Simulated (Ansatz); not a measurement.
Computed with frozen-core CCSD(T)/cc-pVDZ // PBE-D3(BJ)/def2-SVP run with Ansatz (an electronic-structure program). The restricted HF reference is unstable towards unrestricted orbitals.

Ansatz 0.2 input:
```yaml
crystal:
  periodic: [false, false, false]
  atoms:
    - { symbol: C, position_ang: [3.230659, -1.990394, -0.708125] }
    - { symbol: C, position_ang: [2.308417, -1.224267, -0.455041] }
    - { symbol: C, position_ang: [1.234086, -0.328385, -0.159828] }
    - { symbol: C, position_ang: [1.490793, 1.031366, 0.14669] }
    - { symbol: C, position_ang: [0.434963, 1.90121, 0.441564] }
    - { symbol: C, position_ang: [-0.889508, 1.4399, 0.434727] }
    - { symbol: C, position_ang: [-1.153063, 0.093418, 0.12779] }
    - { symbol: C, position_ang: [-2.580677, -0.40048, 0.059679] }
    - { symbol: F, position_ang: [-2.678835, -1.704218, 0.411474] }
    - { symbol: F, position_ang: [-3.39663, 0.308295, 0.875422] }
    - { symbol: F, position_ang: [-3.080153, -0.289462, -1.197134] }
    - { symbol: C, position_ang: [-0.103751, -0.788452, -0.164608] }
    - { symbol: H, position_ang: [4.043434, -2.667185, -0.931688] }
    - { symbol: H, position_ang: [2.529915, 1.390228, 0.152951] }
    - { symbol: H, position_ang: [0.645892, 2.953377, 0.684] }
    - { symbol: H, position_ang: [-1.721213, 2.117526, 0.673758] }
    - { symbol: H, position_ang: [-0.314327, -1.842476, -0.391631] }
basis:
  gaussian: { orbitals: cc-pVDZ }
correlation:
  method: ccsd_t
```

Output:

```
Functional definition: HF
1792 factors; integrals over basis functions are off by at most 1.0e-3 eV
mean field evaluation 1: about -17463.3909 eV, gradient 5.2e1 eV
mean field evaluation 2: about -17463.9506 eV, gradient 5.2e1 eV
mean field evaluation 4: about -17470.4210 eV, gradient 6.0e0 eV
mean field evaluation 8: about -17470.5385 eV, gradient 4.0e-1 eV
mean field evaluation 16: about -17463.3897 eV, gradient 5.2e1 eV
mean field -17470.53930799 eV, -642.0304776116 hartree, gradient 2.1e-6 eV, S^2 0.000000; 0 other end points of the search recorded, 0 dependent functions left out; unrestricted orbitals would lower it
12 core orbitals not correlated
reference -17470.53930799 eV, -642.0304776116 hartree; 31, 31 occupied and 150, 150 virtual orbitals, 1792 factors
second order -46.54663789 eV of doubles, -0.00000000 eV of singles
cycle   1  -46.15772790 eV  change    3.9e-1 eV  update   1.7e-1
cycle   2  -47.39372534 eV  change    -1.2e0 eV  update   5.2e-2
cycle   3  -47.69616605 eV  change   -3.0e-1 eV  update   2.4e-2
cycle   4  -47.69658163 eV  change   -4.2e-4 eV  update   7.3e-3
cycle   5  -47.69927117 eV  change   -2.7e-3 eV  update   3.4e-3
cycle   6  -47.70146784 eV  change   -2.2e-3 eV  update   9.6e-4
cycle   7  -47.70130258 eV  change    1.7e-4 eV  update   4.2e-4
cycle   8  -47.70118076 eV  change    1.2e-4 eV  update   1.4e-4
cycle   9  -47.70119644 eV  change   -1.6e-5 eV  update   6.9e-5
perturbative correction -1.81426342 eV, -0.0666729511 hartree
Total energy: -17520.05476785 eV, -643.8501371990 hartree
```

Cost: roughly 10 core-minutes.
